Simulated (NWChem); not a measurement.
# C$_{2}$H$_{4}$N$_{2}$Si; SMILES N(/C#N)=C/[SiH3]

Program: NWChem. Pople sets run with spherical d functions. Structure relaxed at the PBE0/def2-SVP level. Level: PBE/6-31G* with SMD (1 M gas to 1 M solution), gas-phase geometry. Reactions with the solvent are ignored.

```csv
solvent,dielectric constant,solvation free energy (kcal/mol),cavity-dispersion-structure term (kcal/mol),dipole in solution (D)
water,78.4,-0.3,5.9,5.54
n-hexane,1.88,___,___,___
acetonitrile,35.7,-5.7,0.3,5.51
"1,4-dioxane",2.21,-2.7,0.3,4.74
dichloromethane,8.93,-5.8,-0.4,5.34
```

Q: Complete the blanks.

A: 
- n-hexane, solvation free energy (kcal/mol): -3.8
- n-hexane, cavity-dispersion-structure term (kcal/mol): -1.3
- n-hexane, dipole in solution (D): 4.62
